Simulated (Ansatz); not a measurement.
Ansatz (a quantum-chemistry and plane-wave program) input (CCSD(T)/def2-SVPD):

Ansatz 0.2 input:
```yaml
crystal:
  periodic: [false, false, false]
  atoms:
    - {symbol: Zr, position_ang: [-0.04827567, -0.00636886, 0.02062075]}
    - {symbol: H, position_ang: [1.30674058, -0.37105990, 1.13653967]}
    - {symbol: H, position_ang: [0.31890802, 1.65277099, -0.55102136]}
    - {symbol: H, position_ang: [0.30537809, -1.02695673, -1.41034851]}
basis:
  gaussian:
    orbitals: def2-SVPD
total_charge: 1
magnetization: {spin_polarized: false}
correlation: {method: ccsd_t, electrons: outside_noble_gas}
output: {forces: true}
```

End of the output:

```
integrals: 0.03 GiB planned
562 factors; integrals over basis functions are off by at most 1.0e-3 eV
mean field: 0.09 GiB planned
mean field evaluation 1: about -1302.1933 eV, gradient 1.9e1 eV
mean field evaluation 2: about -1302.1930 eV, gradient 1.9e1 eV
mean field evaluation 4: about -1303.8116 eV, gradient 1.8e0 eV
mean field evaluation 8: about -1303.8443 eV, gradient 1.0e-3 eV
mean field evaluation 16: about -1303.8407 eV, gradient 4.5e-1 eV
mean field -1303.84432494 eV, -47.9153951642 hartree, gradient 1.3e-6 eV, S^2 0.000000; 0 other end points of the search recorded, 0 dependent functions left out
4 core orbitals not correlated
reference -1303.84432494 eV, -47.9153951642 hartree; 3, 3 occupied and 51, 51 virtual orbitals, 562 factors
densities: 0.13 GiB planned
second order -2.41905647 eV of doubles, -0.00000000 eV of singles
coupled cluster: 0.10 GiB planned
cycle   1  -2.87692083 eV  change   -4.6e-1 eV  update   6.6e-2
cycle   2  -3.10053969 eV  change   -2.2e-1 eV  update   2.8e-2
cycle   3  -3.12588045 eV  change   -2.5e-2 eV  update   1.0e-2
cycle   4  -3.12274149 eV  change    3.1e-3 eV  update   4.1e-3
cycle   5  -3.12231889 eV  change    4.2e-4 eV  update   1.2e-3
cycle   6  -3.12234419 eV  change   -2.5e-5 eV  update   4.8e-4
cycle   7  -3.12242594 eV  change   -8.2e-5 eV  update   2.3e-4
cycle   8  -3.12248494 eV  change   -5.9e-5 eV  update   9.6e-5
cycle   9  -3.12244634 eV  change    3.9e-5 eV  update   2.7e-5
cycle  10  -3.12244619 eV  change    1.6e-7 eV  update   8.8e-6
cycle  11  -3.12244700 eV  change   -8.2e-7 eV  update   3.2e-6
perturbative correction -0.05821392 eV, -0.0021393220 hartree
the calculation of the forces begins
Total energy: -1307.02498586 eV, -48.0322822971 hartree
Atom 0 at    -0.048276    -0.006369     0.020621 Å, force    -0.165440    -0.021826     0.070667 eV/Å
Atom 1 at     1.306741    -0.371060     1.136540 Å, force     0.126863    -0.042043     0.129109 eV/Å
Atom 2 at     0.318908     1.652771    -0.551021 Å, force     0.020020     0.176853    -0.053416 eV/Å
Atom 3 at     0.305378    -1.026957    -1.410349 Å, force     0.018557    -0.112984    -0.146360 eV/Å
Dipole moment:    -0.758257    -0.100034     0.323886 e Å
```

The spin state was set by rule; other spins were not relaxed.
